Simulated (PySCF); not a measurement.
Geometries of 3 isomers of C2H7FOSi, from PBE0-D3(BJ)/def2-SVP geometry optimisation, gas phase in PySCF. One conformer each, no zero-point energy, no frequencies.

Question: Which isomer lies lowest at this level?
A.
```xyz
12
angstrom
O      1.639    0.945    1.134
Si     1.389   -0.178   -0.067
C     -0.396   -0.801   -0.010
C     -1.407    0.283   -0.306
F     -1.114    1.425    0.431
H      0.876    1.527    1.241
H      1.638    0.385   -1.434
H      2.328   -1.309    0.174
H     -0.576   -1.238    0.987
H     -0.516   -1.619   -0.742
H     -2.436   -0.015   -0.045
H     -1.386    0.567   -1.372
```
B.
```xyz
12
angstrom
O     -1.094    1.375   -0.573
C     -1.294    0.023   -0.266
C     -0.145   -0.552    0.528
F     -0.169    0.024    1.803
Si     1.571   -0.171   -0.231
H     -0.989    1.842    0.264
H     -2.234   -0.139    0.300
H     -1.385   -0.522   -1.219
H     -0.283   -1.643    0.650
H      2.599   -0.982    0.487
H      1.559   -0.557   -1.674
H      1.903    1.272   -0.077
```
C.
```xyz
12
angstrom
C     -1.827   -0.077    0.672
C     -0.441    0.516    0.604
O      0.479   -0.485    0.218
Si     2.025   -0.228   -0.275
F      2.932    0.301    0.963
H     -1.858   -0.899    1.402
H     -2.561    0.686    0.974
H     -2.123   -0.479   -0.308
H     -0.150    0.926    1.588
H     -0.417    1.356   -0.116
H      2.080    0.835   -1.317
H      2.556   -1.535   -0.723
```

Answer: C. That is `CCO[SiH2]F`, 30.7 kcal/mol below the next.

```json
{"SMILES": "CCO[SiH2]F", "atoms numbered as above": "[CH3:1][CH2:2][O:3][SiH2:4][F:5]", "E (Eh)": "-544.39696", "relative (kcal/mol)": "0.0", "relative (kJ/mol)": "0.0", "dipole (D)": "1.64"}
{"SMILES": "O[SiH2]CCF", "atoms numbered as above": "[OH:1][SiH2:2][CH2:3][CH2:4][F:5]", "E (Eh)": "-544.34807", "relative (kcal/mol)": "30.7", "relative (kJ/mol)": "128.4", "dipole (D)": "2.78"}
{"SMILES": "OC[C@H](F)[SiH3]", "atoms numbered as above": "[OH:1][CH2:2][C@H:3]([F:4])[SiH3:5]", "E (Eh)": "-544.28509", "relative (kcal/mol)": "70.2", "relative (kJ/mol)": "293.7", "dipole (D)": "1.13"}
```

As drawn, the lowest has an Si–O bond and an Si–F bond, which the highest lacks; the highest has an O–H bond and an Si–C bond, which the lowest lacks.
